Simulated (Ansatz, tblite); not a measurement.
Forces on BMe2(OH) (C₂H₇BO) at its PBE-D4/def2-SVP geometry. Total charge 0; singlet.

The xTB rows come from tblite.

GFN1-xTB (tblite), largest force 1.00 eV/Å:

```xyz
11
positions Å, forces eV/Å
B     0.108    0.307    0.236    0.315    0.150    0.147
C     1.407   -0.496   -0.171    0.308   -0.357   -0.365
C    -1.337   -0.134   -0.251   -0.492   -0.349   -0.225
O     0.290    1.412    1.028   -0.960   -0.139   -0.235
H     1.276   -1.590   -0.034    0.084    0.610    0.001
H     2.310   -0.170    0.381   -0.528   -0.173   -0.275
H     1.603   -0.354   -1.257   -0.076   -0.034    0.615
H    -2.157    0.566    0.019    0.556   -0.347   -0.119
H    -1.589   -1.127    0.180    0.135    0.573   -0.190
H    -1.358   -0.276   -1.353    0.033    0.142    0.604
H    -0.553    1.862    1.220    0.625   -0.077    0.041
```

GFN2-xTB (tblite), largest force 1.22 eV/Å:

```
B 0.257 0.908 0.665
C 0.466 -0.460 -0.405
C -0.523 -0.449 -0.308
O -0.984 -0.526 -0.503
H 0.157 0.688 -0.032
H -0.584 -0.242 -0.363
H -0.039 -0.078 0.706
H 0.526 -0.426 -0.172
H 0.076 0.636 -0.263
H -0.055 0.121 0.689
H 0.704 -0.173 -0.015
```

PBE-D4/def2-TZVP (Ansatz), largest force 0.29 eV/Å:

```
B -0.014 -0.192 -0.151
C 0.116 -0.077 -0.062
C -0.113 -0.070 -0.041
O -0.112 0.120 0.078
H 0.046 0.275 -0.033
H -0.227 -0.092 -0.148
H -0.029 -0.043 0.268
H 0.210 -0.178 -0.073
H 0.038 0.243 -0.112
H -0.011 0.035 0.277
H 0.096 -0.021 -0.003
```
